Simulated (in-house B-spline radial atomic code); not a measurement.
The caesium ion Cs²⁺ is squeezed into an impenetrable sphere of radius R (the orbitals vanish at R). No spin polarisation. Method: scalar-relativistic (X2C) PBE, spherical fractional occupations, Fermi nucleus of rms radius 4.8041 fm. Calculated with a radial B-spline atomic code at the basis-set limit.

Energies in eV above the free ion in [Kr] 4d10 5s2 5p5:

```csv
R (bohr),highest level (eV),[Kr] 4d10 5s2 5p5,[Ar] 3d9 4s2 4p6 4d10 5s2 5p5 5f1,[Ar] 3d9 4s2 4p6 4d10 4f1 5s2 5p5
8.99,-28.8,0,744,734.3
6.76,-28.8,0.005592,745.9,734.3
4.82,-28.3,0.5885,752.7,735
4.37,-27.7,1.638,756.8,736
3.69,-25.3,7.451,769.6,741.6
2.95,-16.3,38.03,814.9,771.4
2.78,-12,55.5,837.9,788.5
2.4,4.59,131.7,931.6,863.4
1.64,135,912.9,1798,1633
1.46,225,1557,2488,2270
```

Task: Does [Ar] 3d9 4s2 4p6 4d10 5s2 5p5 5f1 fall below [Kr] 4d10 5s2 5p5 under compression?

Result: No, it stays above over the whole range.

Task: Does [Ar] 3d9 4s2 4p6 4d10 4f1 5s2 5p5 fall below [Kr] 4d10 5s2 5p5 under compression?

Result: No, it stays above over the whole range.

The highest level is first positive in the row R = 2.4 bohr, pushed up by confinement above the zero of the free ion's potential. Each configuration is held fixed and needn't be the lowest in the sphere.
